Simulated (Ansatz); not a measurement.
`C[B-]1(O)OC(C(F)(F)F)=CC(C(F)(F)F)=[O+]1` and `O[B-]1(O)OC(C(F)(F)F)=CC(C(F)(F)F)=[O+]1` differ in one atom or group.

Ansatz, PBE0-D4/def2-TZVP geometries, multiplicity 1. Each molecule was computed in one conformer, which needn't be the lowest.

```tsv
property	`C[B-]1(O)OC(C(F)(F)F)=CC(C(F)(F)F)=[O+]1`
HOMO energy (ωB97M-V/def2-TZVPP) / eV	-10.51
size of the dipole moment (PBE/def2-TZVPP) / D	2.64
HOMO–LUMO gap (PBE/def2-TZVPP) / eV	2.82
HOMO–LUMO gap (B3LYP/def2-TZVPP) / eV	4.44
HOMO energy (B3LYP/def2-TZVPP) / eV	-8.14
LUMO energy (ωB97M-V/def2-TZVPP) / eV	-1.34
```

Question: What does the change do to each property? (Best estimate.)

Answer: The calculation gave: 
```
                                      property  `O[B-]1(O)OC(C(F)(F)F)=CC(C(F)(F)F)=[O+]1`  shift
         HOMO energy (ωB97M-V/def2-TZVPP) / eV                                      -10.83  -0.32
size of the dipole moment (PBE/def2-TZVPP) / D                                        1.64  -1.00
           HOMO–LUMO gap (PBE/def2-TZVPP) / eV                                        3.02   0.20
         HOMO–LUMO gap (B3LYP/def2-TZVPP) / eV                                        4.86   0.42
           HOMO energy (B3LYP/def2-TZVPP) / eV                                       -8.49  -0.35
         LUMO energy (ωB97M-V/def2-TZVPP) / eV                                       -1.29   0.05
```

With PBE0 the HOMO falls by 0.35 eV and the LUMO rises by 0.07 eV, so the gap widens by about 0.42 eV. PBE moves the HOMO by -0.09 eV and ωB97M-V by -0.32 eV. Dipoles are sizes alone; their direction can turn.

B3LYP here is the variant with VWN-RPA as its local correlation; programs differ in this.
